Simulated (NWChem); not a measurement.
Program: NWChem. System: F4Te, charge 0, spin multiplicity 1, at a geometry optimised with PBE/def2-SVP with def2 effective core potentials on Te. The structure started from a generated list of species. Level: TDA-LDA (SVWN5)/def2-SVP with def2 effective core potentials on Te.

The NWChem input:

```
start mol
memory heap 200 mb stack 900 mb global 1100 mb
geometry units angstroms nocenter noautoz
  Te     0.000000     0.000000     0.295737
  F     -1.959087     0.000000     0.088535
  F      0.000000     1.469102    -0.942885
  F      1.959087     0.000000     0.088535
  F      0.000000    -1.469102    -0.942885
  symmetry group C2v
end
basis spherical
  * library def2-svp
end
ecp
  Te library def2-ecp
end
dft
  xc slater vwn_5
  semidirect memsize 60000000 filesize 0
  iterations 100
end
tddft
  cis
  nroots 6
  notriplet
  thresh 1e-4
end
task tddft energy
```

Part of the output:

```
             Northwest Computational Chemistry Package (NWChem) 7.3.0
             --------------------------------------------------------

                                NWChem Input Module
                                -------------------

 Scaling coordinates for geometry "geometry" by  1.889725989
 (inverse scale =  0.529177249)

 Turning off AUTOSYM since
 SYMMETRY directive was detected!

                             Geometry "geometry" -> ""
                             -------------------------

 Output coordinates in angstroms (scale by  1.889725989 to convert to a.u.)

  No.       Tag          Charge          X              Y              Z
 ---- ---------------- ---------- -------------- -------------- --------------
    1 Te                  52.0000     0.00000000     0.00000000     0.29573700
    2 F                    9.0000    -1.95908700     0.00000000     0.08853500
    3 F                    9.0000     0.00000000     1.46910200    -0.94288500
    4 F                    9.0000     1.95908700     0.00000000     0.08853500
    5 F                    9.0000     0.00000000    -1.46910200    -0.94288500

 Effective nuclear repulsion energy (a.u.)     599.2419884579

            Nuclear Dipole moment (a.u.)
            ----------------------------
        X                 Y               Z
 ---------------- ---------------- ----------------
     0.0000000000     0.0000000000     0.0000453534

      Symmetry information
      --------------------

 Group name             C2v
 Group number             16
 Group order               4
 No. of unique centers     3

      Symmetry unique atoms

     1    2    3


 Summary of "ao basis" -> "" (spherical)
 ------------------------------------------------------------------------------
       Tag                 Description            Shells   Functions and Types
 ---------------- ------------------------------  ------  ---------------------
 *                          def2-svp                  on all atoms

                                 NWChem DFT Module
                                 -----------------

 Summary of "ao basis" -> "ao basis" (spherical)
 ------------------------------------------------------------------------------
       Tag                 Description            Shells   Functions and Types
 ---------------- ------------------------------  ------  ---------------------
 Te                         def2-svp                10       26   4s4p2d
 F                          def2-svp                 6       14   3s2p1d

 Summary of "ao basis" -> "ao basis" (spherical)
 ------------------------------------------------------------------------------
       Tag                 Description            Shells   Functions and Types
 ---------------- ------------------------------  ------  ---------------------
 Te                         def2-svp                10       26   4s4p2d
 F                          def2-svp                 6       14   3s2p1d

      Symmetry analysis of basis
      --------------------------

        a1         32
        a2         10
        b1         20
        b2         20

            General Information
            -------------------
          SCF calculation type: DFT
          Wavefunction type:  closed shell.
          No. of atoms     :     5
          No. of electrons :    60
           Alpha electrons :    30
            Beta electrons :    30
          Charge           :     0
          Spin multiplicity:     1
          Use of symmetry is: off; symmetry adaption is: on
          Maximum number of iterations: 100
          AO basis - number of functions:    82
                     number of shells:    34
          Convergence on energy requested:  1.00D-06
          Convergence on density requested:  1.00D-05
          Convergence on gradient requested:  5.00D-04

              XC Information
              --------------
                        Slater Exchange Functional  1.000 local
                      VWN V Correlation Functional  1.000 local

             Grid Information
             ----------------
          Grid used for XC integration:  medium
          Radial quadrature: Mura-Knowles
          Angular quadrature: Lebedev.
          Tag              B.-S. Rad. Rad. Pts. Rad. Cut. Ang. Pts.
          ---              ---------- --------- --------- ---------
          Te                  1.40      123           6.0       590
          F                   0.50       49           9.0       434
          Grid pruning is: on
          Number of quadrature shells:   319
          Spatial weights used:  Erf1

          Convergence Information
          -----------------------
          Convergence aids based upon iterative change in
          total energy or number of iterations.
          Levelshifting, if invoked, occurs when the
          HOMO/LUMO gap drops below (HL_TOL):  1.00D-02
          DIIS, if invoked, will attempt to extrapolate
          using up to (NFOCK): 10 stored Fock matrices.

                    Damping( 0%)  Levelshifting(0.5)       DIIS
                  --------------- ------------------- ---------------
          dE  on:    start            ASAP                start
          dE off:    2 iters        100 iters           100 iters

      Screening Tolerance Information
      -------------------------------
          Density screening/tol_rho:  1.00D-10
          AO Gaussian exp screening on grid/accAOfunc:  14
          CD Gaussian exp screening on grid/accCDfunc:  20
          XC Gaussian exp screening on grid/accXCfunc:  20
          Schwarz screening/accCoul:  1.00D-08
[...]
         Schwarz screening :  0.10D-07

              XC Information
              --------------
                 Slater Exchange Functional   1.00 local
               VWN V Correlation Functional   1.00 local

             TDDFT Information
             -----------------
          Calculation type : Tamm-Dancoff TDDFT
         Wavefunction type : Restricted singlets
          No. of electrons :      60
           Alpha electrons :      30
            Beta electrons :      30
              No. of roots :       6
          Max subspacesize :    5200
            Max iterations :     100
               Target root :       1
           Target symmetry : none
      Symmetry restriction : off
                 Algorithm : Optimal
        Davidson threshold :  0.10D-03

            Memory Information
            ------------------
          Available GA space size is         144172476 doubles
          Available MA space size is          50650108 doubles
          Length of a trial vector is         1560
          Algorithm : Incore multiple tensor contraction
          Estimated peak GA usage is          24688284 doubles
          Estimated peak MA usage is             18600 doubles

    6 smallest eigenvalue differences (eV)
--------------------------------------------------------
  No. Spin  Occ  Vir  Irrep   E(Occ)    E(Vir)   E(Diff)
--------------------------------------------------------
    1    1   30   31 b2       -0.313    -0.151     4.411
    2    1   29   31 b1       -0.338    -0.151     5.066
    3    1   28   31 a2       -0.341    -0.151     5.173
    4    1   27   31 a1       -0.349    -0.151     5.367
    5    1   30   32 a1       -0.313    -0.116     5.370
    6    1   26   31 b2       -0.354    -0.151     5.516
--------------------------------------------------------

  Entering Davidson iterations
  Restricted singlet excited states

  Iter   NTrls   NConv    DeltaV     DeltaE      Time
  ----  ------  ------  ---------  ---------  ---------
    1      6       0     0.22E+00   0.10+100        0.6
    2     12       0     0.22E+00   0.13E-01        0.6
    3     18       0     0.48E-01   0.18E-01        0.6
    4     24       1     0.12E+00   0.22E-02        0.6
    5     29       3     0.23E-01   0.13E-01        0.6
    6     32       4     0.24E-02   0.38E-03        0.5
    7     34       5     0.17E-03   0.37E-05        0.5
    8     35       6     0.33E-04   0.14E-07        0.4
  ----  ------  ------  ---------  ---------  ---------
  Convergence criterion met

  Ground state a1       -664.182879253900 a.u.

  ----------------------------------------------------------------------------
  Root   1 singlet b2             0.181059530 a.u.                4.9269 eV
  ----------------------------------------------------------------------------
     Transition Moments    X -0.00000   Y -0.44250   Z -0.00000
     Transition Moments   XX  0.00000  XY -0.00000  XZ  0.00000
     Transition Moments   YY -0.00000  YZ -0.52246  ZZ  0.00000
     Dipole Oscillator Strength                    0.0236355177
     Electric Quadrupole                           0.0000000086
     Magnetic Dipole                               0.0000007103
     Total Oscillator Strength                     0.0236362367

          sigma_e =   1.6555 Angstrom
          sigma_h =   2.0241 Angstrom
         |d_h->e| =   0.2159 Angstrom
            d_exc =   2.6169 Angstrom
            d_CD1 =   0.5845 Angstrom
            d_CD2 =  -1.6240 Angstrom
            d_CD3 =   2.8328 Angstrom
     Pearson C.C. =   0.0054

     Occ.   18  a1  ---  Virt.   31  b2      -0.05588
     Occ.   21  a1  ---  Virt.   31  b2      -0.12293
     Occ.   22  a1  ---  Virt.   31  b2      -0.12149
     Occ.   25  b2  ---  Virt.   32  a1       0.07114
     Occ.   26  a1  ---  Virt.   31  b2       0.22581
     Occ.   30  a1  ---  Virt.   31  b2       0.95140
  ----------------------------------------------------------------------------
  Root   2 singlet a2             0.192849701 a.u.                5.2477 eV
  ----------------------------------------------------------------------------
     Transition Moments    X -0.00000   Y  0.00000   Z  0.00000
     Transition Moments   XX  0.00000  XY -0.23923  XZ  0.00000
     Transition Moments   YY -0.00000  YZ -0.00000  ZZ  0.00000
     Dipole Oscillator Strength                    0.0000000000
     Electric Quadrupole                           0.0000000022
     Magnetic Dipole                               0.0000000055
     Total Oscillator Strength                     0.0000000077

          sigma_e =   1.6452 Angstrom
          sigma_h =   2.0268 Angstrom
         |d_h->e| =   0.3827 Angstrom
            d_exc =   2.6448 Angstrom
            d_CD1 =   0.7643 Angstrom
            d_CD2 =  -1.4532 Angstrom
            d_CD3 =   3.0276 Angstrom
     Pearson C.C. =  -0.0051

     Occ.   28  b1  ---  Virt.   31  b2       0.99602
     Occ.   29  a2  ---  Virt.   32  a1       0.08329
  ----------------------------------------------------------------------------
  Root   3 singlet b1             0.199338973 a.u.                5.4243 eV
  ----------------------------------------------------------------------------
     Transition Moments    X  0.26139   Y -0.00000   Z  0.00000
     Transition Moments   XX  0.00000  XY -0.00000  XZ -0.16413
     Transition Moments   YY -0.00000  YZ  0.00000  ZZ  0.00000
     Dipole Oscillator Strength                    0.0090795428
     Electric Quadrupole                           0.0000000011
     Magnetic Dipole                               0.0000000248
     Total Oscillator Strength                     0.0090795688

          sigma_e =   1.6460 Angstrom
          sigma_h =   1.9859 Angstrom
         |d_h->e| =   0.5230 Angstrom
            d_exc =   2.6578 Angstrom
            d_CD1 =   0.8630 Angstrom
            d_CD2 =  -1.2929 Angstrom
            d_CD3 =   3.1808 Angstrom
     Pearson C.C. =  -0.0210

     Occ.   23  a2  ---  Virt.   31  b2       0.08741
     Occ.   28  b1  ---  Virt.   32  a1       0.28903
     Occ.   29  a2  ---  Virt.   31  b2       0.93718
     Occ.   30  a1  ---  Virt.   33  b1       0.15941
  ----------------------------------------------------------------------------
  Root   4 singlet b2             0.208821340 a.u.                5.6823 eV
  ----------------------------------------------------------------------------
     Transition Moments    X  0.00000   Y -0.23098   Z  0.00000
     Transition Moments   XX -0.00000  XY  0.00000  XZ -0.00000
     Transition Moments   YY -0.00000  YZ -0.57169  ZZ  0.00000
     Dipole Oscillator Strength                    0.0074275819
     Electric Quadrupole                           0.0000000158
     Magnetic Dipole                               0.0000000030
     Total Oscillator Strength                     0.0074276008

          sigma_e =   1.6487 Angstrom
          sigma_h =   2.0302 Angstrom
         |d_h->e| =   0.3003 Angstrom
            d_exc =   2.6322 Angstrom
            d_CD1 =   0.6818 Angstrom
            d_CD2 =  -1.5392 Angstrom
            d_CD3 =   2.9325 Angstrom
     Pearson C.C. =   0.0002

     Occ.   21  a1  ---  Virt.   31  b2      -0.08133
     Occ.   22  a1  ---  Virt.   31  b2      -0.09993
     Occ.   26  a1  ---  Virt.   31  b2      -0.96683
     Occ.   27  b2  ---  Virt.   32  a1      -0.06528
     Occ.   30  a1  ---  Virt.   31  b2       0.20435
  ----------------------------------------------------------------------------
  Root   5 singlet a1             0.210011702 a.u.                5.7147 eV
  ----------------------------------------------------------------------------
     Transition Moments    X -0.00000   Y  0.00000   Z  0.38334
     Transition Moments   XX -0.84972  XY  0.00000  XZ -0.00000
     Transition Moments   YY -0.18019  YZ  0.00000  ZZ  1.05756
     Dipole Oscillator Strength                    0.0205741409
     Electric Quadrupole                           0.0000000462
     Magnetic Dipole                               0.0000000000
     Total Oscillator Strength                     0.0205741870

          sigma_e =   1.6596 Angstrom
          sigma_h =   1.9962 Angstrom
         |d_h->e| =   0.1339 Angstrom
            d_exc =   2.6222 Angstrom
            d_CD1 =   0.4705 Angstrom
            d_CD2 =  -1.6940 Angstrom
            d_CD3 =   2.7561 Angstrom
     Pearson C.C. =  -0.0179

     Occ.   19  b2  ---  Virt.   31  b2       0.06672
     Occ.   21  a1  ---  Virt.   32  a1      -0.07186
     Occ.   25  b2  ---  Virt.   31  b2      -0.09242
     Occ.   26  a1  ---  Virt.   32  a1       0.14022
     Occ.   27  b2  ---  Virt.   31  b2       0.29608
     Occ.   30  a1  ---  Virt.   32  a1       0.93151
  ----------------------------------------------------------------------------
  Root   6 singlet a1             0.215853159 a.u.                5.8737 eV
  ----------------------------------------------------------------------------
     Transition Moments    X  0.00000   Y -0.00000   Z -0.18874
     Transition Moments   XX -0.95424  XY -0.00000  XZ  0.00000
     Transition Moments   YY  0.81541  YZ -0.00000  ZZ -0.07072
     Dipole Oscillator Strength                    0.0051259635
     Electric Quadrupole                           0.0000000419
     Magnetic Dipole                               0.0000000000
     Total Oscillator Strength                     0.0051260054

          sigma_e =   1.6538 Angstrom
          sigma_h =   2.0362 Angstrom
         |d_h->e| =   0.1719 Angstrom
            d_exc =   2.6377 Angstrom
            d_CD1 =   0.5543 Angstrom
            d_CD2 =  -1.6732 Angstrom
            d_CD3 =   2.8095 Angstrom
     Pearson C.C. =  -0.0069

     Occ.   21  a1  ---  Virt.   32  a1       0.05725
     Occ.   22  a1  ---  Virt.   32  a1       0.11344
     Occ.   24  b1  ---  Virt.   33  b1       0.07687
     Occ.   25  b2  ---  Virt.   31  b2       0.10044
     Occ.   26  a1  ---  Virt.   32  a1       0.37616
     Occ.   27  b2  ---  Virt.   31  b2       0.85128
     Occ.   30  a1  ---  Virt.   32  a1      -0.31070

              Target root =      1
          Target symmetry = none
      Ground state energy =   -664.182879253900
        Excitation energy =      0.181059530412
     Excited state energy =   -664.001819723488

  stored tddft:energy   -664.00181972348787

 Task  times  cpu:        5.6s     wall:        5.6s

 Total times  cpu:        5.6s     wall:        5.6s
```
